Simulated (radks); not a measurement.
The numbers below are computed, except where a source is named.
Polarisability of the beryllium ion Be2+, [He], at imaginary frequency. Code: a radial shooting solver on a logarithmic mesh with Libxc functionals. Model: scalar-relativistic Kohn-Sham, LDA (Slater exchange, VWN5 correlation), spin-polarised, spherical densities, finite nucleus; Fermi nuclear charge, rms radius 2.519 fm. Response by self-consistent Sternheimer equations with the Hartree and adiabatic LDA kernel, the relativistic mass of each level held fixed and spin-orbit coupling left out.

w (hartree),alpha1(iw) (bohr^3),alpha2(iw) (bohr^5)
0.00266,0.05663,0.01803
0.0143,0.05663,0.01803
0.0360,0.05663,0.01803
0.0697,0.05662,0.01803
0.118,0.05660,0.01803
0.186,0.05655,0.01802
0.280,0.05645,0.01800
0.413,0.05623,0.01795
0.605,0.05579,0.01786
0.892,0.05483,0.01766
1.35,0.05273,0.01721
2.12,0.04795,0.01614
3.59,0.03770,0.01359
6.94,0.02069,0.008432
17.5,0.005268,0.002434

Static values: alpha1 = 0.05663 bohr^3 (0.008392 angstrom^3; uncoupled 0.05967), alpha2 = 0.01803 bohr^5, alpha3 = 0.01434 bohr^7. C6 = 0.01252, C8 = 0.02218, triple-dipole C9 = 0.0005219 atomic units. One-pole (London) frequency 4 C6 / (3 alpha1^2) = 5.207 hartree, against 4.807 for minus the highest occupied eigenvalue.
